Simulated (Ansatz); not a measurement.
Ansatz results at the PBE0-D4/def2-TZVP geometry: LUMO energy (B3LYP/def2-TZVPP) -2.02 eV; HOMO–LUMO gap (B3LYP/def2-TZVPP) 4.87 eV; HOMO energy (B3LYP/def2-TZVPP) -6.89 eV.

Each molecule was computed in one conformer, which needn't be the lowest.

Question: Which molecule gave them?
A. `[OH][Ge][Br]`
B. `C[O][Ge][O]C`
C. `C[CH2][Ge][Cl]`
D. `C[S][Ge][OH]`

Answer: D. The others give `C[O][Ge][O]C`: -1.68, 5.55, -7.23; `[OH][Ge][Br]`: -2.68, 5.02, -7.70; `C[CH2][Ge][Cl]`: -2.75, 3.73, -6.48.

B3LYP here is the variant with VWN-RPA as its local correlation; programs differ in this.
